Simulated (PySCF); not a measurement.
C5H7F. Atoms are numbered in the order given.

```xyz
13

F     -0.3576    -2.3487     0.0000
C      0.5733    -1.3767     0.0000
C      0.2394    -0.0921     0.0000
C     -1.0928     0.6323     0.0000
C     -0.3126     1.9828     0.0000
C      1.0385     1.2007     0.0000
H      1.5959    -1.7658     0.0000
H     -1.7158     0.4480    -0.8905
H     -1.7158     0.4480     0.8905
H     -0.4771     2.6044     0.8916
H     -0.4771     2.6044    -0.8916
H      1.6671     1.3591    -0.8916
H      1.6671     1.3591     0.8916
```

The structure is a stationary point at B3LYP-D3(BJ)/def2-SVP. The geometry has at least one imaginary mode, so it is a saddle point at that level.

Computed with PBE/def2-TZVP in PySCF.

Symmetry labels are those of the subgroup Cs that the program uses (full group Cs).

Computed valence orbital energies around the gap with their symmetry:
| orbital | symmetry | energy (eV) |
|---|---|---|
| HOMO−7 | A" | -10.68 |
| HOMO−6 | A" | -9.51 |
| HOMO−5 | A' | -9.07 |
| HOMO−4 | A' | -8.89 |
| HOMO−3 | A" | -8.48 |
| HOMO−2 | A' | -7.81 |
| HOMO−1 | A' | -7.64 |
| HOMO | A" | -5.63 |
| LUMO | A" | -0.69 |
| LUMO+1 | A' | 0.49 |
| LUMO+2 | A' | 0.82 |
| LUMO+3 | A' | 1.26 |
